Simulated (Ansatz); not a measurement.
These are frozen-core CCSD(T)/def2-TZVPP // PBE0-D4/def2-TZVP (Ansatz, a quantum-chemistry and plane-wave program) values and carry that method's errors.

Ansatz 0.2 input:
```yaml
crystal:
  periodic: [false, false, false]
  atoms:
    - { symbol: I, position_ang: [-1.161071, -1.686387, -0.652043] }
    - { symbol: C, position_ang: [0.000618, -0.000363, -0.001193] }
    - { symbol: I, position_ang: [1.914388, -0.029646, -0.977056] }
    - { symbol: I, position_ang: [-1.030789, 1.81654, -0.502378] }
    - { symbol: I, position_ang: [0.280188, -0.101477, 2.126635] }
basis:
  gaussian: { orbitals: def2-TZVPP }
correlation:
  method: ccsd_t
```

Output:

```
Functional definition: HF
2130 factors; integrals over basis functions are off by at most 1.2e-3 eV
mean field evaluation 1: about -33316.1118 eV, gradient 3.1e1 eV
mean field evaluation 2: about -33316.2074 eV, gradient 3.1e1 eV
mean field evaluation 4: about -33319.2277 eV, gradient 5.1e0 eV
mean field evaluation 8: about -33319.3380 eV, gradient 4.1e-1 eV
mean field evaluation 16: about -33316.1118 eV, gradient 3.1e1 eV
mean field -33319.33912603 eV, -1224.4631282222 hartree, gradient 2.4e-6 eV, S^2 0.000000; 0 other end points of the search recorded, 0 dependent functions left out
17 core orbitals not correlated
reference -33319.33912603 eV, -1224.4631282222 hartree; 36, 36 occupied and 178, 178 virtual orbitals, 2130 factors
second order -59.29601478 eV of doubles, -0.00000000 eV of singles
cycle   1  -53.86440480 eV  change     5.4e0 eV  update   1.8e-1
cycle   2  -55.40750121 eV  change    -1.5e0 eV  update   6.0e-2
cycle   3  -55.64632757 eV  change   -2.4e-1 eV  update   1.9e-2
cycle   4  -55.60158144 eV  change    4.5e-2 eV  update   6.1e-3
cycle   5  -55.58979160 eV  change    1.2e-2 eV  update   2.2e-3
cycle   6  -55.59466786 eV  change   -4.9e-3 eV  update   9.8e-4
cycle   7  -55.59458465 eV  change    8.3e-5 eV  update   3.3e-4
cycle   8  -55.59410639 eV  change    4.8e-4 eV  update   1.3e-4
cycle   9  -55.59415372 eV  change   -4.7e-5 eV  update   3.4e-5
perturbative correction -1.55530120 eV, -0.0571562648 hartree
Total energy: -33376.48858095 eV, -1226.5633319533 hartree
```

Cost: around 40 core-minutes (rough).
